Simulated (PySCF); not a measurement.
Molecule: Pivaloyl Chloride (SMILES CC(C)(C)C(=O)Cl).

Bonds (- single, = double, # triple, : aromatic): C1-C2, C2-C3, C2-C4, C2-C5, C5=O6, C5-Cl7. C1 carries H8, H9, H10; C3 carries H11, H12, H13; C4 carries H14, H15, H16.

Geometry PBE0-D3(BJ)/def2-SVP throughout; GIAO in PySCF 2.14, gas phase, one conformer, non-relativistic; equivalent atoms averaged; functional PBE0.

Question: How do the absolute shieldings σ depend on the basis set? (ppm; last column core-seconds on 1 thread of an Arm Neoverse V1, shared host)

Answer: 
```
  basis set  functions    C5     C2  C1/C3/C4      O6    Cl7  H8/H9/H10/H11/H12/H13/H14/H15/H16  core-s
   pcSseg-0         85  -9.1  143.7     162.4  -306.4  555.6                              31.40     8.1
    cc-pVDZ        147  13.8  146.0     168.3  -201.7  595.5                              30.13      17
   def2-SVP        147  10.6  148.0     166.1  -201.0  597.2                              30.21      16
aug-cc-pVDZ        246  10.1  143.7     168.0  -194.1  581.2                              30.06      37
  def2-TZVP        277  -4.2  135.2     158.0  -235.6  513.6                              30.23      45
```

Question: Which nucleus moves most, in ppm?

Answer: O6 (carbonyl oxygen): from -306.4 ppm with pcSseg-0 to -194.1 ppm with aug-cc-pVDZ. The smallest spread is 1.34 ppm, at H8/H9/H10/H11/H12/H13/H14/H15/H16. Proton shifts span only some 12 ppm, so a few tenths of a ppm matter as much there as several ppm in carbon.

Question: Taking the largest basis, def2-TZVP (277 functions), as the yardstick, rank the others by their worst heavy-atom deviation.

Answer: aug-cc-pVDZ 67.5 ppm (246 functions), pcSseg-0 70.9 ppm (85 functions), cc-pVDZ 81.9 ppm (147 functions), def2-SVP 83.5 ppm (147 functions).

A small basis that lands close on one nucleus may do so by chance; judge by the trend and by all nuclei.
